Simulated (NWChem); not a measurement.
System: HTeOF; SMILES O[Te]F

Here is an NWChem input.

```
start job
memory heap 200 mb stack 900 mb global 1100 mb
geometry units angstroms noautoz
  Te     0.294893     0.024593     0.024159
  F     -0.690033    -1.646794    -0.036918
  O     -1.242908     1.250229    -0.081756
  H     -1.602724     1.361217     0.808848
end
basis spherical
  * library def2-svp
end
ecp
  Te library def2-ecp
end
dft
  xc becke88 lyp
  iterations 150
  mulliken
end
task dft energy
```

NWChem printed, in part:

```
             Northwest Computational Chemistry Package (NWChem) 7.3.0
             --------------------------------------------------------

 C1  symmetry detected

                             Geometry "geometry" -> ""
                             -------------------------

 Output coordinates in angstroms (scale by  1.889725989 to convert to a.u.)

  No.       Tag          Charge          X              Y              Z
 ---- ---------------- ---------- -------------- -------------- --------------
    1 Te                  52.0000     0.33411693     0.00972065    -0.00417493
    2 F                    9.0000    -0.87336981    -1.50991874    -0.00818163
    3 O                    8.0000    -1.02302111     1.43532496    -0.06791039
    4 H                    1.0000    -1.32958319     1.60119530     0.83401427

 Effective nuclear repulsion energy (a.u.)     269.3663128567

                                 NWChem DFT Module
                                 -----------------

 Summary of "ao basis" -> "ao basis" (spherical)
 ------------------------------------------------------------------------------
       Tag                 Description            Shells   Functions and Types
 ---------------- ------------------------------  ------  ---------------------
 Te                         def2-svp                10       26   4s4p2d
 F                          def2-svp                 6       14   3s2p1d
 O                          def2-svp                 6       14   3s2p1d
 H                          def2-svp                 3        5   2s1p

            General Information
            -------------------
          SCF calculation type: DFT
          Wavefunction type:  closed shell.
          No. of atoms     :     4
          No. of electrons :    42
           Alpha electrons :    21
            Beta electrons :    21
          Charge           :     0
          Spin multiplicity:     1
          Use of symmetry is: off; symmetry adaption is: off
          Maximum number of iterations: 150
          AO basis - number of functions:    59
                     number of shells:    25
          Convergence on energy requested:  1.00D-06
          Convergence on density requested:  1.00D-05
          Convergence on gradient requested:  5.00D-04

              XC Information
              --------------
                    Becke 1988 Exchange Functional  1.000
              Lee-Yang-Parr Correlation Functional  1.000

             Grid Information
             ----------------
          Grid used for XC integration:  medium
          Radial quadrature: Mura-Knowles
          Angular quadrature: Lebedev.
          Tag              B.-S. Rad. Rad. Pts. Rad. Cut. Ang. Pts.
          ---              ---------- --------- --------- ---------
          Te                  1.40      123           8.0       590
          F                   0.50       49           9.0       434
          O                   0.60       49           7.0       434
          H                   0.35       45           9.0       434
          Grid pruning is: on
          Number of quadrature shells:   266
          Spatial weights used:  Erf1

      Superposition of Atomic Density Guess
      -------------------------------------

 Sum of atomic energies:        -485.70666265

      Non-variational initial energy
      ------------------------------

 Total energy =    -441.582264
 1-e energy   =    -977.425268
 2-e energy   =     401.419465
 HOMO         =      -0.207877
 LUMO         =      -0.064805

     ---------------------------------------------
      Total Density - Mulliken Population Analysis
     ---------------------------------------------

    Atom       Charge   Shell Charges
 -----------   ------   -------------------------------------------------------
    1 Te  24    22.92   1.77  0.27  1.22  0.65  2.91  3.11  1.49  1.39  9.85  0.26
    2 F    9     9.65   1.99  1.15  0.81  3.49  2.21  0.00
    3 O    8     8.77   1.99  1.10  0.69  2.97  2.01  0.01
    4 H    1     0.66   0.53  0.07  0.06

   convergence    iter        energy       DeltaE   RMS-Dens  Diis-err
 ---------------- ----- ----------------- --------- --------- ---------
 d= 0,ls=0.0,diis     1   -443.3550951664 -5.78D+02  3.85D-02  7.49D-01
 d= 0,ls=0.0,diis     2   -442.8156484324  5.39D-01  2.45D-02  5.92D+00
 d= 0,ls=0.0,diis     3   -443.4477681476 -6.32D-01  5.70D-03  6.46D-02
 d= 0,ls=0.0,diis     4   -443.4432299051  4.54D-03  3.70D-03  1.07D-01
 d= 0,ls=0.0,diis     5   -443.4536276594 -1.04D-02  1.08D-03  6.76D-03
  Resetting Diis
 d= 0,ls=0.0,diis     6   -443.4543935611 -7.66D-04  1.54D-04  5.64D-05
 d= 0,ls=0.0,diis     7   -443.4544008937 -7.33D-06  5.91D-05  1.71D-06
 d= 0,ls=0.0,diis     8   -443.4544001067  7.87D-07  3.36D-05  9.82D-06
 d= 0,ls=0.0,diis     9   -443.4544011254 -1.02D-06  1.14D-05  4.03D-07
 d= 0,ls=0.0,diis    10   -443.4544011698 -4.44D-08  3.08D-06  7.97D-08

         Total DFT energy =     -443.454401169802
      One electron energy =     -978.566500306692
           Coulomb energy =      440.849775063409
    Exchange-Corr. energy =      -40.161215293580
 Nuclear repulsion energy =      134.423539367060

 Numeric. integr. density =       41.999989013565

                       DFT Final Molecular Orbital Analysis
                       ------------------------------------

 Vector   19  Occ=2.000000D+00  E=-2.998317D-01
              MO Center= -7.3D-01, -1.6D-01, -5.6D-02, r^2= 3.0D+00
   Bfn.  Coefficient  Atom+Function         Bfn.  Coefficient  Atom+Function
  ----- ------------  ---------------      ----- ------------  ---------------
    30      0.403225  2 F  px                33     -0.286750  2 F  px
    45      0.282356  3 O  py                31     -0.225799  2 F  py
    48      0.208370  3 O  py                11      0.199186  1 Te px
    44     -0.197848  3 O  px                46     -0.197218  3 O  pz
     4      0.172398  1 Te s                 34      0.154432  2 F  py

 Vector   20  Occ=2.000000D+00  E=-2.801988D-01
              MO Center= -9.3D-01,  1.0D+00, -4.7D-02, r^2= 1.6D+00
   Bfn.  Coefficient  Atom+Function         Bfn.  Coefficient  Atom+Function
  ----- ------------  ---------------      ----- ------------  ---------------
    44      0.446844  3 O  px                45      0.379039  3 O  py
    47      0.327941  3 O  px                48      0.277787  3 O  py
    31     -0.215109  2 F  py                34      0.158893  2 F  py
    15      0.111651  1 Te py                 3     -0.105105  1 Te s
     4     -0.093310  1 Te s                 46      0.083928  3 O  pz

 Vector   21  Occ=2.000000D+00  E=-1.782497D-01
              MO Center=  2.0D-01, -4.3D-02,  9.6D-03, r^2= 2.6D+00
   Bfn.  Coefficient  Atom+Function         Bfn.  Coefficient  Atom+Function
  ----- ------------  ---------------      ----- ------------  ---------------
    13      0.597320  1 Te pz                16      0.510689  1 Te pz
    32      0.249407  2 F  pz                10     -0.227098  1 Te pz
    35     -0.191692  2 F  pz                 7     -0.176217  1 Te pz
    46     -0.152431  3 O  pz                55     -0.100521  4 H  s
    49     -0.099205  3 O  pz                43      0.088532  3 O  s

 Vector   22  Occ=0.000000D+00  E=-9.619790D-02
              MO Center=  3.1D-01,  8.5D-03,  5.4D-03, r^2= 2.9D+00
   Bfn.  Coefficient  Atom+Function         Bfn.  Coefficient  Atom+Function
  ----- ------------  ---------------      ----- ------------  ---------------
    15      0.642483  1 Te py                12      0.507368  1 Te py
    30     -0.242686  2 F  px                29      0.225116  2 F  s
    44     -0.219404  3 O  px                 9     -0.194602  1 Te py
    33      0.195164  2 F  px                43     -0.193207  3 O  s
    47     -0.189960  3 O  px                31     -0.154918  2 F  py

 Vector   23  Occ=0.000000D+00  E=-7.641506D-02
              MO Center= -7.9D-02,  1.9D-01,  6.2D-02, r^2= 3.2D+00
   Bfn.  Coefficient  Atom+Function         Bfn.  Coefficient  Atom+Function
  ----- ------------  ---------------      ----- ------------  ---------------
    14      0.605248  1 Te px                11      0.470579  1 Te px
    43      0.428171  3 O  s                  3     -0.384066  1 Te s
    45     -0.278327  3 O  py                48     -0.251889  3 O  py
    56     -0.237368  4 H  s                 31     -0.233797  2 F  py
    34      0.200778  2 F  py                 8     -0.176949  1 Te px

 Vector   24  Occ=0.000000D+00  E= 4.577852D-02
              MO Center= -1.2D+00,  1.5D+00,  9.2D-01, r^2= 2.9D+00
   Bfn.  Coefficient  Atom+Function         Bfn.  Coefficient  Atom+Function
  ----- ------------  ---------------      ----- ------------  ---------------
    56      1.353531  4 H  s                 43     -0.628066  3 O  s
     3     -0.495927  1 Te s                 49     -0.387470  3 O  pz
    46     -0.268591  3 O  pz                14      0.257219  1 Te px
    47      0.222426  3 O  px                15     -0.210627  1 Te py
    55      0.196572  4 H  s                 44      0.186058  3 O  px

     ---------------------------------------------
      Total Density - Mulliken Population Analysis
     ---------------------------------------------

    Atom       Charge   Shell Charges
 -----------   ------   -------------------------------------------------------
    1 Te  24    23.43   1.77  0.28  1.43  0.46  2.90  3.13  1.91  1.34  9.82  0.39
    2 F    9     9.37   1.99  1.13  0.84  3.31  2.10  0.00
    3 O    8     8.39   1.99  1.10  0.70  2.82  1.76  0.01
    4 H    1     0.81   0.68  0.06  0.07

     -------------------------------------------
      Total Density - Lowdin Population Analysis
     -------------------------------------------

[...]
```

Level: BLYP/def2-SVP with def2 effective core potentials on Te. The geometry was optimised at PBE0/def2-SVP. def2 effective core potentials on Te; no spin-orbit coupling.
